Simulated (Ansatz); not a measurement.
Relaxation of Cl2F4Ta (7 atoms, charge 0, multiplicity 2), to a largest force component of 0.03 eV/Å in at most 50 steps.

These are results of Ansatz, UHF/def2-SVP, not measurements.

```xyz
7
Properties=species:S:1:pos:R:3:forces:R:3
Ta -0.524 0.000 -0.038 -0.10 0.00 -0.06
F 2.601 0.000 0.193 -1.90 0.00 0.48
F 0.182 0.000 1.699 -0.01 0.00 0.02
Cl 0.231 0.000 -2.248 0.01 0.00 0.01
F -1.194 1.752 0.011 0.00 0.00 0.02
F -1.194 -1.752 0.011 0.00 0.00 0.02
Cl 4.127 0.000 -0.168 2.00 0.00 -0.48
```

Question: Where does it end, and by what steps?

Answer: The run converged. The force dipped under the threshold on the way, but the program's further checks kept it going. After 9 steps the energy has fallen by 0.062 eV; Cl7 moved furthest, 0.28 Å.

| step | energy less start (eV) | largest force component (eV/Å) | accepted |
| --- | --- | --- | --- |
| 0 | 0.0000 | 1.997 | yes |
| 1 | -0.0479 | 0.824 | yes |
| 2 | -0.0565 | 0.266 | yes |
| 3 | -0.0579 | 0.219 | yes |
| 4 | -0.0599 | 0.101 | yes |
| 5 | -0.0603 | 0.127 | yes |
| 6 | -0.0609 | 0.117 | yes |
| 7 | -0.0615 | 0.009 | yes |
| 8 | -0.0616 | 0.143 | yes |
| 9 | -0.0621 | 0.019 | yes |

```xyz
7
Properties=species:S:1:pos:R:3
Ta -0.569 0.000 -0.029
F 2.753 0.000 0.388
F 0.023 0.000 1.749
Cl 0.377 0.000 -2.163
F -1.247 1.749 -0.021
F -1.247 -1.749 -0.021
Cl 4.141 0.000 -0.444
```

Whether the end is a true minimum wasn't checked by a vibrational analysis.

Time of the run: 33 s on 4 threads of Arm Neoverse V2, with other jobs on the host, peak memory 0.47 GiB.
